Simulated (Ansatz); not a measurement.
Al₄H. Charge 0, multiplicity 2. Geometry relaxed at PBE0-D4/def2-SVP.

```xyz
5

Al    0.8960    1.4321    1.0009
Al   -0.8063   -1.4984   -0.9799
Al   -0.4637   -0.7404    1.4936
Al    1.0125    0.3330   -1.3626
H    -0.6385    0.4736   -0.1520
```

In the doublet geometry the species has come apart into loosely held pieces. The structure comes from a short search, and lower isomers may exist.

Question: Estimate the harmonic wavenumbers at UKS PBE0-D4/def2-SVP (Ansatz, unscaled). Is this a minimum?

Answer: 85, 138, 255, 264, 276, 292, 556, 645, 837 cm⁻¹. Yes, no mode is imaginary beyond noise. Zero-point energy 20.0 kJ/mol. It took 32 s on 4 threads of Arm Neoverse V1 on a shared host.
